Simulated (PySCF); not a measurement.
Compound: C5H8Si.
Bonds: C1–C2 (triple), C2–C3, C3–C4 (double), C3–Si5, Si5–C6. Hydrogens: H7 on C1; H8, H9 on C4; H10, H11 on Si5; H12, H13, H14 on C6.

Computed, not measured: PySCF 2.14.0, PBE0-D3(BJ)/def2-SVP geometry optimisation, gas phase.

(1) List the bond lengths, angles and torsions at this level.

Answers

(1) 
| bond | length (Å) | order |
| --- | --- | --- |
| C1≡C2 | 1.216 | triple |
| C2–C3 | 1.425 | single |
| C3=C4 | 1.347 | double |
| C3–Si5 | 1.893 | single |
| Si5–C6 | 1.875 | single |
| C1–H7 | 1.074 | single |
| C4–H8 | 1.095 | single |
| C4–H9 | 1.094 | single |
| Si5–H10, Si5–H11 | 1.496 | single |
| C6–H12, C6–H13, C6–H14 | 1.101 | single |

Bonds in one row agree within 0.01 Å and their mean is given. Orders are formal, as drawn. A selection of angles:
| angle | degrees |
| --- | --- |
| C2–C1–H7 | 178.7 |
| C1–C2–C3 | 175.9 |
| C2–C3–C4 | 122.4 |
| C2–C3–Si5 | 116.0 |
| C4–C3–Si5 | 121.6 |
| C3–C4–H8 | 121.9 |
| C3–C4–H9 | 120.9 |
| H8–C4–H9 | 117.2 |
| C3–Si5–C6 | 110.4 |
| C3–Si5–H10 | 108.8 |
| C3–Si5–H11 | 107.2 |
| C6–Si5–H10 | 110.0 |
| C6–Si5–H11 | 111.5 |
| H10–Si5–H11 | 108.9 |
| Si5–C6–H12 | 111.0 |
| Si5–C6–H14 | 110.1 |
| H12–C6–H13 | 108.4 |

Dihedral angles: C2–C3–Si5–C6 -57° (synclinal). The mirror-image conformer, all signs reversed, is as good.

The C–C distances run from 1.216 Å (C1≡C2, drawn triple) to 1.425 Å (C2–C3, drawn single), a spread of 0.209 Å. Si5 (SiH2 silicon) is tetrahedral (angles from 107.2° to 111.5°).

Point group: C1 (no symmetry element, even within 0.4 Å). Stationary, but not proved a minimum. One conformer, not necessarily the lowest.
